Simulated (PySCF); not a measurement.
C₃H₇FOSi, SMILES C(C[Si@@H](F)O)=C. Atoms are numbered in the order given.

```xyz
13

C     -2.5804     0.2343     0.1569
C     -1.7781    -0.8098     0.3795
C     -0.3781    -0.7105     0.9340
Si     0.7807    -0.0964    -0.3849
O      2.3202    -0.1474     0.2215
F      0.3922     1.4517    -0.7220
H     -2.2686     1.2567     0.3978
H     -3.5769     0.1027    -0.2748
H     -2.1261    -1.8126     0.1017
H     -0.0205    -1.6781     1.3195
H     -0.3260     0.0103     1.7677
H      0.6719    -0.8302    -1.6715
H      3.0443     0.1305    -0.3484
```
Charge 0, spin multiplicity 1.

Geometry optimised at ωB97X-D3(BJ)/def2-SVP. The structure was generated by enumeration; whether it is a known compound was not checked. The values are those of a single conformer.

Method: HF/pcSseg-1 run with PySCF.

GIAO shieldings, no solvent; atoms listed in one row are averaged. δ = σ(ref) − σ: ¹³C against TMS (σ = 192.6 ppm); ²⁹Si against TMS (σ = 393.8 ppm); ¹⁷O against H2O (σ = 333.0 ppm); ¹⁹F against CFCl3 (σ = 238.5 ppm); ¹H against TMS (σ = 31.99 ppm), references at their B3LYP-D3(BJ)/def2-TZVP geometries, non-relativistic.

```json
[
 {"nucleus": "¹³C", "atoms": "C2", "count": "1", "δ (ppm)": "139.5"},
 {"nucleus": "¹³C", "atoms": "C1", "count": "1", "δ (ppm)": "129.8"},
 {"nucleus": "¹³C", "atoms": "C3", "count": "1", "δ (ppm)": "16.1"},
 {"nucleus": "²⁹Si", "atoms": "Si4", "count": "1", "δ (ppm)": "-21.2"},
 {"nucleus": "¹⁷O", "atoms": "O5", "count": "1", "δ (ppm)": "40.9"},
 {"nucleus": "¹⁹F", "atoms": "F6", "count": "1", "δ (ppm)": "-135.8"},
 {"nucleus": "¹H", "atoms": "H9", "count": "1", "δ (ppm)": "6.16"},
 {"nucleus": "¹H", "atoms": "H7", "count": "1", "δ (ppm)": "5.91"},
 {"nucleus": "¹H", "atoms": "H8", "count": "1", "δ (ppm)": "5.82"},
 {"nucleus": "¹H", "atoms": "H12", "count": "1", "δ (ppm)": "4.40"},
 {"nucleus": "¹H", "atoms": "H13", "count": "1", "δ (ppm)": "2.72"},
 {"nucleus": "¹H", "atoms": "H11", "count": "1", "δ (ppm)": "2.14"},
 {"nucleus": "¹H", "atoms": "H10", "count": "1", "δ (ppm)": "1.52"}
]
```
